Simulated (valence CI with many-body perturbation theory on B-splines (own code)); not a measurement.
**Sm31+: electric-dipole lines**

Method: valence CI with perturbative core correlation (CI+MBPT): three valence electrons over a frozen Dirac-Fock core [Ar] 3d10, a basis of 11 s, 11 p, 10 d, 8 f, 5 g, 2 h functions for each j, with the one-electron correlation potential Σ1 (screened to all orders), the two-electron term Σ2, the three-electron term Σ3, Breit, model QED; selected single and double excitations, second order for the rest, scaled by the run's own slope (own B-spline code, finite nucleus).

The last digits are not significant, and no measured levels were compared; by estimate large intervals hold to a few tenths of a per cent, small ones and those within an open d or f shell to about a per cent.

Lines 201 to 250 of 544 in falling wavelength, among levels below 4050.5 × 10³ cm⁻¹, chosen from the strongest by gf and those to the six lowest levels. Wavelengths and rates use the calculated energies. Electric multipoles are in the length gauge, E1 and E2 with the static RPA response of the core. Weak lines are less certain than strong ones. Lines between different terms over intervals too small for the method are left out, as are lines whose strength nearly cancels. Where a level lies close to another of its J and parity, the split of strength between their lines is uncertain. The highest levels of a list are the least certain.

Levels are named by their leading jj configuration (3d3/2^4 stands for four electrons in 3d with j = 3/2), which in mixed levels can hold well under half, so a name can repeat and another be missing. Letters in brackets count levels of one name in rising energy.

```tsv
λ vac (nm)	Upper	Lower	A (s⁻¹)	log gf	Branch %
10.03	(4s 4d3/2 4f5/2) J=9/2	(4s 4d3/2 4d5/2) J=7/2 [a]	2.31e+10	-0.46	7.8
10.01	(4s 4d5/2^2) J=3/2	(4s 4p3/2 4d5/2) J=5/2 [b]	1.39e+11	-0.08	22.2
10.01	(4p1/2 4p3/2 4d3/2) J=3/2 [b]	(4p1/2 4p3/2^2) J=3/2	6.95e+10	-0.38	14.6
10.01	(4s 4p3/2 4f7/2) J=7/2 [a]	(4s 4p3/2 4d5/2) J=7/2 [a]	6.33e+10	-0.12	15.2
10.00	(4p3/2^2 4d5/2) J=1/2	(4p3/2^3) J=3/2	1.24e+11	-0.43	23.7
10.00	(4p1/2 4d3/2 4d5/2) J=1/2	(4p1/2 4p3/2 4d3/2) J=1/2 [a]	1.54e+11	-0.33	58.5
10.00	(4p1/2 4p3/2 4d5/2) J=1/2	(4p1/2 4p3/2^2) J=1/2	1.92e+11	-0.24	55.4
9.995	(4p1/2 4p3/2 4f7/2) J=5/2 [a]	(4p1/2 4p3/2 4d5/2) J=5/2 [b]	4.03e+10	-0.44	11.1
9.992	(4s 4d3/2^2) J=1/2	(4s 4p3/2 4d3/2) J=3/2 [a]	1.85e+11	-0.26	30.3
9.988	(4s 4d3/2 4d5/2) J=3/2 [c]	(4s 4p3/2 4d3/2) J=3/2 [b]	1.24e+11	-0.13	21.5
9.985	(4p3/2 4d3/2 4d5/2) J=7/2 [c]	(4p3/2^2 4d3/2) J=5/2	3.77e+10	-0.35	6.8
9.968	(4s 4d5/2^2) J=1/2	(4s 4p3/2 4d5/2) J=3/2	3.34e+11	0.00	58.0
9.968	(4p3/2 4d5/2^2) J=5/2	(4p3/2^2 4d5/2) J=7/2	1.52e+11	0.13	40.9
9.950	(4s 4d5/2^2) J=3/2	(4s 4p3/2 4d5/2) J=3/2	1.81e+11	0.03	28.8
9.936	(4s 4p3/2 4d5/2) J=1/2	(4s 4p3/2^2) J=1/2	2.39e+11	-0.15	68.0
9.929	(4p1/2 4p3/2 4f7/2) J=5/2 [b]	(4p1/2 4p3/2 4d5/2) J=3/2 [b]	1.12e+11	0.00	42.6
9.922	(4s 4p3/2 4f7/2) J=3/2	(4s 4p3/2 4d5/2) J=1/2	8.99e+10	-0.27	17.8
9.921	(4s 4p1/2 4f7/2) J=7/2 [a]	(4s 4p1/2 4d5/2) J=5/2 [a]	3.80e+10	-0.35	17.5
9.921	(4s 4p3/2 4d5/2) J=5/2 [a]	(4s 4p3/2^2) J=5/2	2.02e+11	0.25	95.8
9.901	(4s 4d3/2 4d5/2) J=1/2	(4s 4p3/2 4d3/2) J=1/2 [b]	2.89e+11	-0.07	36.2
9.895	(4s 4d5/2^2) J=9/2	(4s 4p3/2 4d3/2) J=7/2	3.43e+10	-0.30	10.4
9.881	(4s 4d5/2^2) J=7/2	(4s 4p3/2 4d5/2) J=7/2 [b]	1.22e+11	0.16	33.9
9.877	(4p1/2 4p3/2 4f7/2) J=7/2 [b]	(4p1/2 4p3/2 4d5/2) J=7/2 [b]	3.70e+10	-0.36	9.5
9.875	(4p3/2 4d3/2 4d5/2) J=5/2 [c]	(4p3/2^2 4d3/2) J=7/2	4.70e+10	-0.38	7.4
9.870	(4s 4p1/2 4f7/2) J=5/2	(4s 4p1/2 4d5/2) J=3/2	2.23e+11	0.29	48.6
9.854	(4p3/2 4d3/2 4d5/2) J=7/2 [c]	(4s 4p1/2 4f7/2) J=5/2	3.50e+10	-0.39	6.3
9.851	(4p1/2 4p3/2 4f7/2) J=3/2	(4p1/2 4p3/2 4d5/2) J=1/2	1.93e+11	0.05	49.0
9.848	(4s 4p1/2 4f7/2) J=7/2 [c]	(4s 4p1/2 4d5/2) J=5/2 [b]	1.64e+11	0.28	76.4
9.842	(4p3/2^2 4d5/2) J=5/2 [a]	(4s 4p3/2 4d3/2) J=5/2 [a]	4.82e+10	-0.38	13.9
9.838	(4p1/2^2 4f7/2) J=7/2	(4p1/2^2 4d5/2) J=5/2	6.97e+10	-0.09	47.5
9.830	(4p1/2 4d5/2^2) J=3/2	(4p1/2 4p3/2 4d3/2) J=5/2 [b]	5.89e+10	-0.47	13.8
9.818	(4p3/2 4d3/2 4d5/2) J=1/2 [b]	(4p3/2^2 4d3/2) J=3/2 [b]	1.96e+11	-0.25	32.1
9.817	(4p1/2 4d3/2 4d5/2) J=7/2 [b]	(4p1/2 4p3/2 4d5/2) J=7/2 [a]	7.95e+10	-0.04	17.3
9.806	(4s 4d3/2 4d5/2) J=3/2 [b]	(4s 4p3/2 4d3/2) J=3/2 [a]	8.80e+10	-0.29	17.1
9.805	(4s 4d5/2^2) J=7/2	(4s 4p3/2 4d5/2) J=7/2 [a]	1.35e+11	0.19	37.4
9.792	(4p3/2 4d5/2^2) J=7/2	(4p3/2^2 4d5/2) J=7/2	4.42e+10	-0.29	14.9
9.792	(4p3/2 4d5/2^2) J=9/2	(4p3/2^2 4d5/2) J=9/2	1.83e+11	0.42	43.7
9.792	(4p1/2 4p3/2^2) J=1/2	(4s 4p1/2 4p3/2) J=3/2 [a]	7.99e+07	-3.64	0.0
9.785	(4p1/2 4p3/2 4f7/2) J=3/2	(4p1/2 4p3/2 4d5/2) J=3/2 [b]	6.92e+10	-0.40	17.5
9.781	(4s 4p1/2 4d5/2) J=3/2	(4s 4p1/2 4p3/2) J=3/2 [b]	9.42e+10	-0.27	22.4
9.780	(4s 4d5/2^2) J=9/2	(4s 4p3/2 4d5/2) J=9/2	2.10e+11	0.48	63.6
9.760	(4s 4d3/2 4d5/2) J=5/2 [b]	(4s 4p3/2 4d3/2) J=7/2	4.01e+10	-0.46	9.0
9.757	(4p3/2^2 4d5/2) J=5/2 [b]	(4s 4p3/2 4d3/2) J=3/2 [a]	6.51e+10	-0.25	14.1
9.752	(4s 4p1/2 4d3/2) J=3/2 [b]	(4s 4p1/2 4p3/2) J=3/2 [a]	3.91e+10	-0.65	9.4
9.751	(4p1/2 4p3/2 4f5/2) J=5/2 [a]	(4p1/2 4p3/2 4d3/2) J=5/2 [b]	5.66e+10	-0.32	14.2
9.749	(4s 4p1/2 4f7/2) J=9/2	(4s 4p1/2 4d5/2) J=7/2	1.10e+11	0.19	93.6
9.749	(4s 4d5/2^2) J=5/2	(4s 4p3/2 4d5/2) J=5/2 [a]	2.55e+11	0.34	61.4
9.748	(4p1/2 4p3/2 4f5/2) J=5/2 [a]	(4p1/2 4p3/2 4d5/2) J=3/2 [a]	3.49e+10	-0.53	8.8
9.748	(4s 4p1/2 4d3/2) J=1/2	(4s 4p1/2 4p3/2) J=3/2 [a]	1.01e+10	-1.54	2.2
9.747	(4s 4d5/2^2) J=1/2	(4s 4p3/2 4d5/2) J=1/2	1.82e+11	-0.29	31.6
```
